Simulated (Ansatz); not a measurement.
Consider the formal exchange of groups at the Si–C bond: `FC([SiH3])S` + `B[SiH2][SiH3]` → `[SiH3]B[SiH2][SiH3]` + `FCS`.

Program: Ansatz. Geometries: PBE0-D4/def2-TZVP. ΔE: electronic, gas phase. CCSD(T)/CBS adds triple-zeta CCSD(T) − MP2 to the extrapolated MP2 energy (def2 sets, frozen cores). Functionals use def2-TZVPP. Each species was taken in one conformer, which may not be the lowest.

(1) Is it downhill or uphill in electronic energy at CCSD(T)/CBS, and by how much? (Best estimate.)

(2) What do these levels give: ωB97X-V, B2PLYP, PBE0, HF/def2-TZVPP, HF/CBS(def2), MP2/CBS(def2)? (An estimate is asked.)

Largest T1 diagnostic among the species: 0.015.

Answers

(1) The calculation gave: Downhill: ΔE = -2.1 kcal/mol.

(2) The calculation gave: ωB97X-V -2.1, B2PLYP -1.8, PBE0 -4.0, HF/def2-TZVPP -1.3, HF/CBS(def2) -1.2, MP2/CBS(def2) -0.8 kcal/mol.
